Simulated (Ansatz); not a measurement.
Coupled-cluster diagnostics for NbH₄, Ansatz.

Geometry of the doublet (r2SCAN-D4/def2-TZVP):

```xyz
5

Nb    0.000    0.000    0.000
H     0.025    0.473   -1.696
H    -1.354    0.860    0.728
H     1.516    0.410    0.797
H    -0.188   -1.743    0.171
```

In the def2 sets Nb takes a core potential; there is no spin–orbit coupling. Correlated methods freeze no core orbitals; core or outer-core shells of Nb are correlated, in sets that lack core-valence functions. No other spin state of charge 0 was run. At PBE0-D4/def2-TZVPD a triplet of charge -1 lies 1.30 eV below the restricted singlet at the same geometry.

Problem. Estimate the CCSD(T) correlation energy, the shares of MP2 and (T), T1 and the reference's ⟨S²⟩ for: charge 0, doublet, own geometry in def2-TZVPP; charge 0, doublet, own geometry in def2-TZVPD; charge 1, singlet, vertical in def2-TZVPP; charge -1, singlet, vertical in def2-TZVPD; and the rough time on 4 threads of Intel Xeon Platinum 8488C on a shared host.

Solution. 
| state | basis | correlation (eV) | MP2 share (%) | (T) share (%) | T1 | ⟨S²⟩ (pure) | wall time | remarks |
| --- | --- | --- | --- | --- | --- | --- | --- | --- |
| charge 0, doublet, own geometry | def2-TZVPP | -12.993 | 90.1 | 3.7 | 0.027 | 0.77 (0.75) | 3 s | – |
| charge 0, doublet, own geometry | def2-TZVPD | -10.921 | 89.8 | 3.3 | 0.024 | 0.77 (0.75) | 1.3 s | – |
| charge 1, singlet, vertical | def2-TZVPP | -12.853 | 89.9 | 3.9 | 0.025 | 0.00 (0.00) | 1.1 s | – |
| charge -1, singlet, vertical | def2-TZVPD | -11.734 | 89.5 | 3.8 | 0.026 | 0.00 (0.00) | 1.1 s | restricted SCF unstable |
Customary marks for T1 are 0.02 (closed shells), 0.045 (open shells) and about 0.05 (3d metals). T1 exceeds 0.02 in 4 of 4 rows and 0.045 in 0; the higher it lies, the less the single-reference result can be trusted.
